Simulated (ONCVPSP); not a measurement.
Configuration tests for iodine (I) (ONCV)

ONCVPSP 4.0.1 input, shortened (lines: element, Z, core and valence counts, functional; n l f; lmax; l rc ep ncon nbas qcut; lloc lpopt rc5 dvloc0; l nproj debl; icmod fcfact rcfact), LDA (Perdew-Wang 92), scalar-relativistic:

```
  I 53.00    6    5  -001012      upf
    1    0    2.00
    2    0    2.00
    2    1    6.00
    3    0    2.00
    3    1    6.00
    3    2   10.00
    4    0    2.00
    4    1    6.00
    4    2   10.00
    5    0    2.00
    5    1    5.00
    2
    0    1.15    0.00    3    6    8.50
    1    1.15    0.00    4    8    9.30
    2    1.05    0.00    4    8   12.10
    4    5    0.85    0.00
    0    2    1.40
    1    2    3.30
    2    1    2.40
    0    0.00    0.00
```

Energies are relative to the spin-unpolarised reference configuration 4s2 4p6 4d10 5s2 5p5; without spin polarisation the order of configurations can differ from experiment.

(1) Give the all-electron excitation energy and the error of the potential for: 4s2 4p6 4d10 5s2 5p4; 4s2 4p6 4d10 5s2 5p3; 4s2 4p6 4d10 5s2 5p2; 4s2 4p6 4d10 5s2 5p4.5.

Levels in the configuration 4s2 4p6 4d10 5s2 5p4:

```
level  all-electron (eV)  pseudo (eV)
   4s           -189.746     -189.747
   4p           -136.916     -136.917
   4d            -59.881      -59.881
   5s            -26.521      -26.520
   5p            -15.536      -15.535
```

## Answers

(1)

```
 valence configuration  charge  ΔE all-electron (eV)  error AE − PS (meV)
  4s2 4p6 4d10 5s2 5p4      +1                11.300                 -2.3
  4s2 4p6 4d10 5s2 5p3      +2                31.359                 -6.6
  4s2 4p6 4d10 5s2 5p2      +3                60.970                  -13
4s2 4p6 4d10 5s2 5p4.5    +0.5                 4.612                 -0.9
```
